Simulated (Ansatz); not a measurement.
A run for Ansatz (a quantum-chemistry and plane-wave program): R-CAM-B3LYP/def2-TZVPPD on H4IP (a complex). Elements past Kr take the def2 small-core potentials; no spin–orbit coupling. Files ending in .json are basis or fitting sets from the Basis Set Exchange.

Ansatz 0.2 input:
```yaml
crystal:
  periodic: [false, false, false]
  atoms:
    - {symbol: P, position_ang: [-0.45874162, 0.10216206, 0.23450807]}
    - {symbol: H, position_ang: [0.05374564, -1.06701179, -0.37814105]}
    - {symbol: H, position_ang: [-1.74795091, -0.02484158, -0.33713216]}
    - {symbol: H, position_ang: [0.02511990, 0.97796109, -0.76738349]}
    - {symbol: I, position_ang: [0.08468098, 0.88053868, 4.33769672]}
    - {symbol: H, position_ang: [-0.12517604, 0.58017426, 2.74866410]}
basis:
  gaussian:
    orbitals: def2-TZVPPD.json
hamiltonian:
  xc: {name: CAM-B3LYP}
scf: {lower_state_search: off}
```

The head of its log:

```
WARN ansatz: RAYON_NUM_THREADS=2 ignored (pool sized by the plan → 2); use --threads N
Functional definition: CAM-B3LYP
these checks for a lower state are left out or cut short: stability, starts, cluster_reference, orbital_swaps, neighbouring_geometries, increment
integrals: 0.09 GiB planned
1004 factors; their error is unknown
integrals: 0.13 GiB planned
289 factors; integrals over basis functions are off by at most 1.6e-4 eV
mean field: 0.81 GiB planned
mean field evaluation 1: about -17454.8091 eV, gradient 9.1e0 eV
mean field evaluation 2: about -17455.0494 eV, gradient 5.8e0 eV
```

Give the final energy of this run.

-641.4706 hartree.
